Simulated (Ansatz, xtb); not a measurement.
## Two isomers of C2H8BN

Structure a is `CCBN`, a singlet and structure b is `CB(C)N`, a singlet. Both are isolated molecules in the gas phase, relaxed with B3LYP-D3(BJ)/def2-SVP; the shapes shown needn't be the lowest conformers.

a (Å):

| atom | x (Å) | y (Å) | z (Å) |
| --- | --- | --- | --- |
| C | 1.3828 | -1.2253 | -1.7654 |
| C | 0.5602 | 0.0390 | -2.0620 |
| B | -0.4785 | 0.3992 | -0.9265 |
| N | -0.5551 | 1.6708 | -0.3580 |
| H | 0.7278 | -2.0925 | -1.5806 |
| H | 2.0096 | -1.0974 | -0.8669 |
| H | 2.0556 | -1.4886 | -2.5982 |
| H | 1.2347 | 0.8884 | -2.2794 |
| H | -0.0214 | -0.1261 | -2.9906 |
| H | -1.2539 | -0.4398 | -0.5166 |
| H | 0.0519 | 2.4374 | -0.6287 |
| H | -1.2240 | 1.9192 | 0.3611 |

b (Å):

```xyz
12

C     1.8146   -0.3090   -1.1942
C    -0.8614   -0.6961   -1.7041
B     0.3404    0.2636   -1.3157
N     0.0985    1.6238   -1.0788
H     1.8541   -1.1137   -0.4385
H     2.5741    0.4434   -0.9238
H     2.1270   -0.7761   -2.1452
H    -0.9435   -1.5249   -0.9785
H    -1.8434   -0.1970   -1.7570
H    -0.6730   -1.1727   -2.6826
H    -0.8219    2.0433   -1.1416
H     0.8272    2.2820   -0.8282
```

Energies in hartree; the thermal terms are from B3LYP-D3(BJ)/def2-SVP harmonic frequencies (ideal gas, rigid rotor, one conformer each, 298.15 K, 1 atm) and include the zero-point energy:

|  | a | b |
| --- | --- | --- |
| E, CCSD(T)/def2-SVP | −160.080566 | −160.098836 |
| E, MP2/def2-SVP | −160.010790 | −160.029986 |
| E, MP2/def2-TZVPP | −160.312601 | −160.333561 |
| zero-point energy | 0.105042 | 0.104181 |
| H(298 K) − E | 0.111740 | 0.111325 |
| G(298 K) − E | 0.076805 | 0.076190 |

Problem. Correct the CCSD(T) difference for the basis set by the MP2 change, then work out ΔE, ΔE₀, ΔH and ΔG for a → b in kJ/mol (1 Eh = 2625.50 kJ/mol) and the equilibrium ratio [b]/[a].

Solution. 1. Differences b − a: CCSD(T) −0.018270, MP2 in the small set −0.019196, MP2 in the large set −0.020960 Eh.
2. ΔE = −0.018270 + (−0.020960 − (−0.019196)) = −0.020034 Eh = −52.60 kJ/mol.
3. ΔE₀ = ΔE + ΔZPE = −0.020034 + (−0.000861) Eh = −54.86 kJ/mol.
4. ΔH = ΔE + (−0.000415) Eh = −53.69 kJ/mol.
5. ΔG = ΔE + (−0.000615) Eh = −54.21 kJ/mol, so ΔS = (ΔH − ΔG)/T = +1.8 J/(mol K).
6. kT = 0.9442 mEh, so K = [b]/[a] = exp(−ΔG/kT) = exp(+21.87) ≈ 3.1 × 10^9.

Structure b is favoured at this temperature. An error of 4 kJ/mol in ΔG would change K by a factor of 5. GFN2-xTB found them nearly level. Mirror images and further conformers aren't counted.

As drawn, b has 1 C–B, 1 C–H in place of 1 C–C, 1 B–H.

Other levels gave ΔE = +1.3 (GFN2-xTB); −44.6 (HF/STO-3G, GFN2-xTB geometries); −58.9 (r2SCAN-D4/def2-SVP, GFN2-xTB geometries); −52.0 (B3LYP-D3(BJ)/def2-SVP); −49.8 (HF/def2-SVP); −50.4 (MP2/def2-SVP); −48.0 (CCSD(T)/def2-SVP) kJ/mol. The correlated steps freeze 4 core orbitals. Programs: Ansatz 0.2.0, xtb 6.7.1.
